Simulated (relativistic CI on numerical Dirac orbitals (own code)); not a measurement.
d1 to d9 in one tetrahedral field

Computed with a parametric ligand-field model without spin-orbit coupling, by exact diagonalisation: B = 650, C = 2570, 10Dq = -8700 cm⁻¹ (Td; |10Dq|/B = 13.4) for every shell. Energies in cm⁻¹; the field energy is (0.6 n_e − 0.4 n_t2) × 10Dq of the ground term; g labels are left out.

```tsv
Shell	Ground term	Electrons in e	Field energy	First spin-allowed bands	Lowest term of other spin
d1	2E	1.000	-5220	2T2 8700	
d2	3A2	2.000	-10440	3T2 8700, 3T1 13773	1E 10063
d3	4T1	1.941	-6444	4T2 7729, 4A2 16429	2E 3748
d4	5T2	2.000	-3480	5E 8700	1A1 4324
d5	?	?	?	?	?
d6	5E	3.000	-5220	5T2 8700	3T1 6564
d7	4A2	4.000	-10440	4T2 8700, 4T1 13773	2E 12178
d8	3T1	3.941	-6444	3T2 7729, 3A2 16429	1T2 9432
d9	2T2	4.000	-3480	2E 8700
```

Problem. Fill in the row of d5.

Solution. Ground term: 6A1; Electrons in e: 2.000; Field energy: 0; First spin-allowed bands: none; Lowest term of other spin: 4T1 12533. Every shell keeps the spin of the free ion. Tetrahedral fields of 3d complexes are almost always too weak to pair spins. High-spin d^(n+5) repeats the spin-allowed bands of d^n, since the half-filled shell is spherical.
